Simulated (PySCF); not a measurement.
A side-by-side comparison of computed properties.

First species: C5H7FO3Si.
SMILES with atom numbers: `[CH3:1][O:2][C:3]1=[C:4]([SiH2:5][F:6])[C:7](=[O:8])[O:9][CH2:10]1` (hydrogens: H11, H12, H13 on C1; H14, H15 on Si5; H16, H17 on C10)

Second species: C₆H₆F₃P.
SMILES: `C=C/P=C(\C=C)C(F)(F)F`

Levels: PBE0/pcSseg-1 for dipole moment, HOMO energy, LUMO energy and HOMO–LUMO gap; GFN2-xTB for rotational constant A and rotational constant C. Geometries: GFN2-xTB. All species are isolated and taken at one optimised geometry, non-relativistic unless stated. Electronic properties by PySCF.

The conformers computed, where there is a choice (atom-mapped SMILES and torsion angles):
- `[CH3:1][O:2][C:3]1=[C:4]([SiH2:5][F:6])[C:7](=[O:8])[O:9][CH2:10]1`: C1–O2–C3–C4 0°, C3–C4–Si5–F6 0°
- `[CH2:1]=[CH:2]/[P:3]=[C:4](\[CH:5]=[CH2:6])[C:7]([F:8])([F:9])[F:10]`: C1–C2–P3–C4 -138°, P3–C4–C5–C6 -178°, P3–C4–C7–F8 119°

Question: Which has the higher rotational constant A?

Answer: The second: 1.892 GHz against 1.441 GHz, a difference of 0.451 GHz.

Question: Which of the two has the higher dipole moment, and by how much?

Answer: The first: 4.61 D against 3.56 D, a difference of 1.05 D.

Question: Which has the higher LUMO energy?

Answer: The first: -1.12 eV against -2.82 eV, a difference of 1.70 eV.

Question: Which of the two has the higher HOMO energy, and by how much?

Answer: The second: -7.03 eV against -7.78 eV, a difference of 0.75 eV.

Question: Which has the higher rotational constant C?

Answer: The first: 0.632 GHz against 0.618 GHz, a difference of 0.014 GHz.

Question: Which of the two has the higher HOMO–LUMO gap, and by how much?

Answer: The first: 6.66 eV against 4.21 eV, a difference of 2.45 eV.

On the first: A dipole of 4.61 D is allowed in Cs, and pure rotational transitions are dipole-allowed. The dipole equals about 15.4 × 10⁻³⁰ C·m (1 D = 3.33564 × 10⁻³⁰ C·m).

On the second: In atomic units the dipole is 1.40 e·bohr (1 au = 2.5417 D).
